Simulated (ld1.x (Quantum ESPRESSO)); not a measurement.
# Before and after: TM potential for copper

```json
{"Element": "copper", "Generator": "ld1.x (Quantum ESPRESSO) 7.5", "Type": "norm-conserving Troullier–Martins (Kleinman–Bylander form)", "Functional": "PBE", "Relativity": "scalar-relativistic", "Frozen core": "[Ne] 3s2", "Valence charge": "17", "Reference configuration": "3p6 3d10 4s1 4p0", "Partial waves": "4s (bound): rc 1.75 bohr; 3p (bound): rc 1.00 bohr; 3d (bound): rc 1.10 bohr", "Local potential": "all-electron potential smoothed inside 1.50 bohr (lloc = -1)", "Core correction": "a·sin(br)/r model core inside 0.65 bohr"}
```

All-electron outer shells of the reference configuration (PBE, scalar-relativistic, ld1.x):

| shell | level (eV) | outermost node (bohr) | outermost maximum (bohr) |
| --- | --- | --- | --- |
| 2p | -916.98 | – | 0.16 |
| 3s | -114.70 | 0.29 | 0.61 |
| 3p | -72.14 | 0.26 | 0.62 |
| 3d | -5.04 | – | 0.60 |
| 4s | -4.61 | 0.89 | 2.27 |
| 4p | -0.70 | 0.97 | 3.65 |

Change: all radii but the core radius scaled by about 1.13 (s 1.98, p 1.14, d 1.24 bohr); local potential all-electron potential smoothed inside 1.70 bohr (lloc = -1).

Cutoffs: the cutoffs (Ry, on a coarse ladder) from which the occupation-weighted sum of valence levels, in a spherical-Bessel basis at the reference potential, stays within 10 and 1 mRy of its value at 400 Ry; they do not see the model core or the augmentation charge, which bear on the density cutoff. Errors are all-electron minus pseudo energies relative to the spin-unpolarised reference configuration.

Problem. How do hardness, ghosts and transferability respond?

Solution. Of the 7 tests that both files solve, the error grows in 4 and shrinks in 1 by more than 15 % and 0.3 meV (median size 12.5 → 22.9 meV); neither file shows a bound ghost at the reference potential, the only one tested.

```tsv
quantity	base	changed
cutoff, loose	200 Ry	160 Ry
cutoff, tight	over 300 Ry	300 Ry
loose cutoff by channel (10 mRy a level)	s 8 Ry, p 80 Ry, d 160 Ry	s 8 Ry, p 80 Ry, d 140 Ry
bound ghosts	none	none
error for 3p6 3d10 4s0 4p0, meV [ΔE 8.15 eV]	-13	-13
error for 3p6 3d9 4s0 4p0, meV [ΔE 29.48 eV]	-11	-23
error for 3p6 3d8 4s0 4p0, meV [ΔE 68.50 eV]	-115	-179
error for 3p5 3d10 4s1 4p0, meV [ΔE 79.53 eV]	+81	-111
error for 3p6 3d9 4s2 4p0, meV [ΔE 1.97 eV]	-0.3	-60
error for 3p6 3d10 4s0.5 4p0, meV [ΔE 3.16 eV]	-2.4	-2.5
error for 3p6 3d9 4s1 4p0, meV [ΔE 11.58 eV]	+64	-20
```

Base: These tests converged, but a pseudo level misses the all-electron one widely, so the file describes the atom poorly there or has found another state: 3p6 3d8 4s0 4p0: empty 4s by 6.2 eV (a node warning on the way).
